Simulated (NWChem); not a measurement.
System: C$_{3}$H$_{2}$F$_{4}$; SMILES C(/F)=C(\F)C(F)F

Input file for NWChem:

```
start job
memory heap 200 mb stack 900 mb global 1100 mb
geometry units angstroms noautoz
  F     -1.713469    -1.090141    -0.562862
  C     -0.508844    -1.417539    -0.137580
  C      0.457559    -0.530026     0.097082
  F      1.640153    -0.972460     0.529344
  C      0.439029     0.959787    -0.059037
  F      0.493652     1.549408     1.154880
  F     -0.676717     1.365632    -0.681919
  H     -0.346698    -2.488783     0.013308
  H      1.322085     1.293129    -0.635463
end
basis spherical
  F library 6-31g*
  C library 6-31g*
  H library 6-31g*
end
dft
  xc r2scan
  iterations 150
  vectors input atomic output neutral.movecs
end
task dft energy
charge 1
dft
  odft
  mult 2
  vectors input atomic output cation.movecs
end
task dft energy
```

Excerpt of the output:

```
             Northwest Computational Chemistry Package (NWChem) 7.3.0
             --------------------------------------------------------

 C1  symmetry detected

                             Geometry "geometry" -> ""
                             -------------------------

 Output coordinates in angstroms (scale by  1.889725989 to convert to a.u.)

  No.       Tag          Charge          X              Y              Z
 ---- ---------------- ---------- -------------- -------------- --------------
    1 F                    9.0000    -0.78751178     1.97221385    -0.26727861
    2 C                    6.0000     0.42433651     1.46504515    -0.15160995
    3 C                    6.0000     0.66493089     0.18066629     0.11138363
    4 F                    9.0000     1.93268843    -0.22599163     0.20383365
    5 C                    6.0000    -0.30186450    -0.94059095     0.34018084
    6 F                    9.0000    -0.24703698    -1.81169545    -0.69054802
    7 F                    9.0000    -1.55701973    -0.48121637     0.44573468
    8 H                    1.0000     1.24036965     2.18090938    -0.28670458
    9 H                    1.0000    -0.03486649    -1.49142594     1.26130222

 Effective nuclear repulsion energy (a.u.)     320.6656131593

                                 NWChem DFT Module
                                 -----------------

 Summary of "ao basis" -> "ao basis" (spherical)
 ------------------------------------------------------------------------------
       Tag                 Description            Shells   Functions and Types
 ---------------- ------------------------------  ------  ---------------------
 F                           6-31g*                  6       14   3s2p1d
 C                           6-31g*                  6       14   3s2p1d
 H                           6-31g*                  2        2   2s

            General Information
            -------------------
          SCF calculation type: DFT
          Wavefunction type:  closed shell.
          No. of atoms     :     9
          No. of electrons :    56
           Alpha electrons :    28
            Beta electrons :    28
          Charge           :     0
          Spin multiplicity:     1
          Use of symmetry is: off; symmetry adaption is: off
          Maximum number of iterations: 150
          AO basis - number of functions:   102
                     number of shells:    46
          Convergence on energy requested:  1.00D-06
          Convergence on density requested:  1.00D-05
          Convergence on gradient requested:  5.00D-04

              XC Information
              --------------
                      r^2SCAN Method XC Functional
               r^2SCAN metaGGA Exchange Functional  1.000
                     r^2SCAN Correlation Potential  1.000

             Grid Information
             ----------------
          Grid used for XC integration:  medium
          Radial quadrature: Mura-Knowles
          Angular quadrature: Lebedev.
          Tag              B.-S. Rad. Rad. Pts. Rad. Cut. Ang. Pts.
          ---              ---------- --------- --------- ---------
          F                   0.50       49          11.0       434
          C                   0.70       49          10.0       434
          H                   0.35       45          10.0       434
          Grid pruning is: on
          Number of quadrature shells:   433
          Spatial weights used:  Erf1

      Superposition of Atomic Density Guess
      -------------------------------------

 Sum of atomic energies:        -511.46655561

      Non-variational initial energy
      ------------------------------

 Total energy =    -513.979205
 1-e energy   =   -1348.427955
 2-e energy   =     513.783136
 HOMO         =      -0.235106
 LUMO         =       0.080698

   convergence    iter        energy       DeltaE   RMS-Dens  Diis-err
 ---------------- ----- ----------------- --------- --------- ---------
 d= 0,ls=0.0,diis     1   -514.4177504709 -8.35D+02  1.86D-02  1.60D+00
 d= 0,ls=0.0,diis     2   -514.1809774297  2.37D-01  1.15D-02  4.48D+00
 d= 0,ls=0.0,diis     3   -514.5810008591 -4.00D-01  3.06D-03  8.87D-02
 d= 0,ls=0.0,diis     4   -514.5836778912 -2.68D-03  1.94D-03  4.51D-02
 d= 0,ls=0.0,diis     5   -514.5885607627 -4.88D-03  6.19D-04  7.03D-03
  Resetting Diis
 d= 0,ls=0.0,diis     6   -514.5894042623 -8.43D-04  9.57D-05  2.49D-04
 d= 0,ls=0.0,diis     7   -514.5894275839 -2.33D-05  5.48D-05  1.38D-05
 d= 0,ls=0.0,diis     8   -514.5894259519  1.63D-06  3.24D-05  3.41D-05
 d= 0,ls=0.0,diis     9   -514.5894288825 -2.93D-06  4.08D-06  3.84D-07
 d= 0,ls=0.0,diis    10   -514.5894289174 -3.49D-08  7.15D-07  8.74D-09

         Total DFT energy =     -514.589428917383
      One electron energy =    -1349.979560993996
           Coulomb energy =      573.435699712539
    Exchange-Corr. energy =      -58.711180795205
 Nuclear repulsion energy =      320.665613159279

 Numeric. integr. density =       55.999992776287

                       DFT Final Molecular Orbital Analysis
                       ------------------------------------

 Vector   26  Occ=2.000000D+00  E=-3.537419D-01
              MO Center= -3.0D-01,  2.4D-01, -4.1D-02, r^2= 4.1D+00
   Bfn.  Coefficient  Atom+Function         Bfn.  Coefficient  Atom+Function
  ----- ------------  ---------------      ----- ------------  ---------------
     4      0.349581  1 F  py                75      0.282218  6 F  pz
    89      0.255523  7 F  pz                34      0.242574  3 C  s
     8      0.240639  1 F  py                79      0.198397  6 F  pz
    93      0.180043  7 F  pz                46     -0.177267  4 F  py
    62     -0.164865  5 C  s                  3      0.156332  1 F  px

 Vector   27  Occ=2.000000D+00  E=-3.004065D-01
              MO Center= -1.5D-01, -5.2D-01,  1.3D-01, r^2= 3.2D+00
   Bfn.  Coefficient  Atom+Function         Bfn.  Coefficient  Atom+Function
  ----- ------------  ---------------      ----- ------------  ---------------
    74      0.261345  6 F  py                88      0.253898  7 F  py
    32      0.239966  3 C  py               102      0.218069  9 H  s
    60     -0.209897  5 C  py                75     -0.200867  6 F  pz
    78      0.185088  6 F  py                89     -0.185005  7 F  pz
    46     -0.177711  4 F  py               101      0.178445  9 H  s

 Vector   28  Occ=2.000000D+00  E=-2.349985D-01
              MO Center=  5.2D-01,  7.6D-01, -1.6D-02, r^2= 2.1D+00
   Bfn.  Coefficient  Atom+Function         Bfn.  Coefficient  Atom+Function
  ----- ------------  ---------------      ----- ------------  ---------------
    33      0.373844  3 C  pz                19      0.360760  2 C  pz
     5     -0.280252  1 F  pz                47     -0.278736  4 F  pz
    23      0.237253  2 C  pz                37      0.229652  3 C  pz
     9     -0.224308  1 F  pz                51     -0.221198  4 F  pz
   102     -0.087484  9 H  s                 74      0.075487  6 F  py

 Vector   29  Occ=0.000000D+00  E=-2.713622D-02
              MO Center=  4.1D-01,  6.2D-01, -3.9D-03, r^2= 2.4D+00
   Bfn.  Coefficient  Atom+Function         Bfn.  Coefficient  Atom+Function
  ----- ------------  ---------------      ----- ------------  ---------------
    23      0.500583  2 C  pz                19      0.461140  2 C  pz
    33     -0.423799  3 C  pz                37     -0.415098  3 C  pz
    65     -0.220885  5 C  pz               102      0.220871  9 H  s
    76     -0.212778  6 F  s                  5     -0.188420  1 F  pz
     9     -0.180765  1 F  pz                47      0.154157  4 F  pz

 Vector   30  Occ=0.000000D+00  E= 3.796444D-02
              MO Center=  4.0D-01,  4.0D-01,  1.0D-01, r^2= 3.1D+00
   Bfn.  Coefficient  Atom+Function         Bfn.  Coefficient  Atom+Function
  ----- ------------  ---------------      ----- ------------  ---------------
    21      0.456522  2 C  px                35      0.458075  3 C  px
   100     -0.408517  8 H  s                 63      0.389670  5 C  px
    48     -0.362433  4 F  s                  6      0.351422  1 F  s
   102     -0.324060  9 H  s                 31      0.314133  3 C  px
    17      0.267044  2 C  px                49      0.260637  4 F  px

 Vector   31  Occ=0.000000D+00  E= 1.171596D-01
              MO Center=  5.2D-01,  4.1D-01,  4.6D-01, r^2= 5.6D+00
   Bfn.  Coefficient  Atom+Function         Bfn.  Coefficient  Atom+Function
  ----- ------------  ---------------      ----- ------------  ---------------
   102     -1.247860  9 H  s                 20      1.154261  2 C  s
   100     -1.087635  8 H  s                 62      0.905518  5 C  s
    65      0.416583  5 C  pz                22      0.411025  2 C  py
    34     -0.404675  3 C  s                 64     -0.360679  5 C  py
    63      0.329585  5 C  px                 6     -0.317076  1 F  s

     Multipole analysis of the density
     ---------------------------------

     L   x y z        total         alpha         beta         nuclear
     -   - - -        -----         -----         ----         -------
     0   0 0 0     -0.000000    -28.000000    -28.000000     56.000000

     1   1 0 0      0.412300      0.206150      0.206150     -0.000000
     1   0 1 0      0.270675      0.135338      0.135338     -0.000000
     1   0 0 1      0.344989      0.172494      0.172494      0.000000

     2   2 0 0    -28.687416   -134.665018   -134.665018    240.642621
     2   1 1 0      1.637615     -2.348177     -2.348177      6.333969
     2   1 0 1     -0.178938      0.318183      0.318183     -0.815305
     2   0 2 0    -25.954430   -178.056009   -178.056009    330.157588
     2   0 1 1     -1.652264      1.794746      1.794746     -5.241756
     2   0 0 2    -26.403131    -30.479214    -30.479214     34.555297

                                 NWChem DFT Module
                                 -----------------

            General Information
            -------------------
          SCF calculation type: DFT
          Wavefunction type:  spin polarized.
          No. of atoms     :     9
          No. of electrons :    55
           Alpha electrons :    28
            Beta electrons :    27
          Charge           :     1
          Spin multiplicity:     2
          Use of symmetry is: off; symmetry adaption is: off
          Maximum number of iterations: 150
          AO basis - number of functions:   102
                     number of shells:    46
          Convergence on energy requested:  1.00D-06
          Convergence on density requested:  1.00D-05
          Convergence on gradient requested:  5.00D-04

              XC Information
              --------------
                      r^2SCAN Method XC Functional
               r^2SCAN metaGGA Exchange Functional  1.000
                     r^2SCAN Correlation Potential  1.000

             Grid Information
             ----------------
          Grid used for XC integration:  medium
          Radial quadrature: Mura-Knowles
          Angular quadrature: Lebedev.
          Tag              B.-S. Rad. Rad. Pts. Rad. Cut. Ang. Pts.
          ---              ---------- --------- --------- ---------
          F                   0.50       49          11.0       434
          C                   0.70       49          10.0       434
          H                   0.35       45          10.0       434
          Grid pruning is: on
          Number of quadrature shells:   433
          Spatial weights used:  Erf1

      Superposition of Atomic Density Guess
      -------------------------------------

 Sum of atomic energies:        -511.46655561

 Renormalizing density from      56.00 to     55

      Non-variational initial energy
      ------------------------------

 Total energy =    -508.085699
 1-e energy   =   -1324.348884
 2-e energy   =     495.597572
 HOMO         =      -0.527118
 LUMO         =      -0.209917

   convergence    iter        energy       DeltaE   RMS-Dens  Diis-err
 ---------------- ----- ----------------- --------- --------- ---------
 d= 0,ls=0.0,diis     1   -513.9285034069 -8.35D+02  1.74D-02  7.33D-01
                                                     1.72D-02  7.38D-01
 d= 0,ls=0.0,diis     2   -511.7071659606  2.22D+00  1.36D-02  6.46D+00
                                                     1.42D-02  5.44D+00
 d= 0,ls=0.0,diis     3   -514.1584215500 -2.45D+00  3.24D-03  1.71D-01
                                                     3.49D-03  1.59D-01
 d= 0,ls=0.0,diis     4   -514.2117717224 -5.34D-02  9.78D-04  3.59D-02
                                                     1.35D-03  3.80D-02
 d= 0,ls=0.0,diis     5   -514.2216447582 -9.87D-03  4.33D-04  5.28D-03
                                                     7.88D-04  5.08D-03
  Resetting Diis
 d= 0,ls=0.0,diis     6   -514.2239780520 -2.33D-03  9.22D-05  1.12D-04
                                                     7.95D-05  9.87D-05
 d= 0,ls=0.0,diis     7   -514.2240234964 -4.54D-05  8.51D-05  1.85D-05
                                                     8.47D-05  2.17D-05
 d= 0,ls=0.0,diis     8   -514.2239982930  2.52D-05  5.99D-05  8.48D-05
                                                     5.81D-05  7.95D-05
 d= 0,ls=0.0,diis     9   -514.2240318819 -3.36D-05  7.73D-06  1.53D-06
                                                     6.25D-06  1.31D-06
 d= 0,ls=0.0,diis    10   -514.2240323826 -5.01D-07  2.84D-06  1.45D-07
                                                     3.79D-06  2.04D-07

         Total DFT energy =     -514.224032382637
      One electron energy =    -1335.580693272452
           Coulomb energy =      558.971211743439
    Exchange-Corr. energy =      -58.280164012903
 Nuclear repulsion energy =      320.665613159279

 Numeric. integr. density =       54.999994871050

                    DFT Final Alpha Molecular Orbital Analysis
                    ------------------------------------------

 Vector   26  Occ=1.000000D+00  E=-5.659589D-01
              MO Center= -6.3D-01, -8.8D-01, -9.2D-02, r^2= 2.5D+00
   Bfn.  Coefficient  Atom+Function         Bfn.  Coefficient  Atom+Function
  ----- ------------  ---------------      ----- ------------  ---------------
    89     -0.391317  7 F  pz                73      0.383641  6 F  px
    93     -0.262138  7 F  pz                74     -0.250160  6 F  py
    77      0.251142  6 F  px                88     -0.210768  7 F  py
    78     -0.174449  6 F  py                92     -0.140321  7 F  py
    33     -0.136327  3 C  pz                 5      0.129577  1 F  pz

 Vector   27  Occ=1.000000D+00  E=-5.549502D-01
              MO Center=  2.2D-01,  2.9D-01, -1.3D-01, r^2= 3.2D+00
   Bfn.  Coefficient  Atom+Function         Bfn.  Coefficient  Atom+Function
  ----- ------------  ---------------      ----- ------------  ---------------
    19      0.348596  2 C  pz                33      0.316500  3 C  pz
     5     -0.280463  1 F  pz                73      0.280736  6 F  px
    47     -0.250630  4 F  pz                 9     -0.207965  1 F  pz
    77      0.194227  6 F  px                23      0.188225  2 C  pz
    51     -0.185281  4 F  pz                37      0.163735  3 C  pz

 Vector   28  Occ=1.000000D+00  E=-5.286023D-01
              MO Center= -4.4D-01, -1.0D+00,  1.5D-01, r^2= 2.3D+00
   Bfn.  Coefficient  Atom+Function         Bfn.  Coefficient  Atom+Function
  ----- ------------  ---------------      ----- ------------  ---------------
    75     -0.298788  6 F  pz                74      0.283972  6 F  py
    88      0.263318  7 F  py                89     -0.255518  7 F  pz
    34     -0.245249  3 C  s                101      0.216752  9 H  s
    79     -0.210679  6 F  pz               102      0.210551  9 H  s
    78      0.191344  6 F  py                62      0.181674  5 C  s

[...]
```

Level: r2SCAN/6-31G* (spherical d), vertical spin-unrestricted ions. Structure relaxed at the PBE0/def2-SVP level.
